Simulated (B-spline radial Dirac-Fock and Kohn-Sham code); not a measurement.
# X-ray form factors of ytterbium in several charge states

Level of theory: Dirac-Fock densities; a radial finite-basis atomic code.

Configurations: Yb⁴⁹⁺ [Ar] 3d3; Yb⁵¹⁺ [Ar] 3d1; Yb⁵²⁺ [Ne] 3s2 3p6. The first column is f₀ of Yb⁴⁹⁺, the others are differences from it.

```tsv
s (Å⁻¹)	Yb⁴⁹⁺	Δ Yb⁵¹⁺	Δ Yb⁵²⁺
0	21.000	-2.000	-3.000
0.1	20.960	-1.994	-2.991
0.2	20.840	-1.975	-2.963
0.3	20.644	-1.945	-2.918
0.4	20.372	-1.903	-2.857
0.5	20.032	-1.850	-2.779
0.7	19.163	-1.718	-2.582
0.9	18.092	-1.555	-2.342
1.1	16.879	-1.374	-2.073
1.4	14.933	-1.089	-1.649
```

Values without a named source are computed, but for edge energies of neutral atoms, which are taken from tables.
